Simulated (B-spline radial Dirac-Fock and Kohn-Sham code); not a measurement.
# Ir⁶⁺: photoemission with Cr Kα (5414.7 eV) photons

System: iridium as Ir⁶⁺ in the configuration 1s2 2s2 2p6 3s2 3p6 3d10 4s2 4p6 4d10 4f14 5s2 5p6 5d3.

Calculated with a radial B-spline solver, using the independent-particle Dirac-Slater model, thresholds from Dirac-Fock. The asymmetry parameter β is from the dipole term alone. Kinetic energies are from the vacuum level. Open shells are spread statistically over j, without multiplet splitting.

```tsv
subshell	electrons	binding (eV)	kinetic (eV)	σ (kb)	β
M1 (3s)	2	3277.8	2136.9	11.6	1.92
M2 (3p1/2)	2	3011.2	2403.5	16.5	1.57
M3 (3p3/2)	4	2654.7	2760.0	32.7	1.64
M4 (3d3/2)	4	2215.2	3199.5	28.7	1.28
M5 (3d5/2)	6	2139.6	3275.1	?	?
N1 (4s)	2	794.8	4619.9	3.38	1.93
N2 (4p1/2)	2	681.9	4732.8	4.10	1.67
N3 (4p3/2)	4	597.3	4817.4	7.64	1.75
N4 (4d3/2)	4	412.0	5002.7	5.18	1.35
N5 (4d5/2)	6	396.3	5018.4	6.96	1.26
N6 (4f5/2)	6	159.0	5255.7	0.838	0.88
N7 (4f7/2)	8	156.0	5258.7	1.04	0.85
O1 (5s)	2	193.3	5221.4	0.705	1.94
O2 (5p1/2)	2	153.9	5260.8	0.743	1.68
O3 (5p3/2)	4	139.1	5275.6	1.35	1.76
O4 (5d3/2)	1.2	88.06	5326.6	0.197	1.35
O5 (5d5/2)	1.8	86.33	5328.4	0.265	1.25
```

Problem. What are σ and β for M5 (3d5/2)?

Solution. σ = 38.9 kb, the largest of all subshells and 24 % of the total, and β = 1.23.
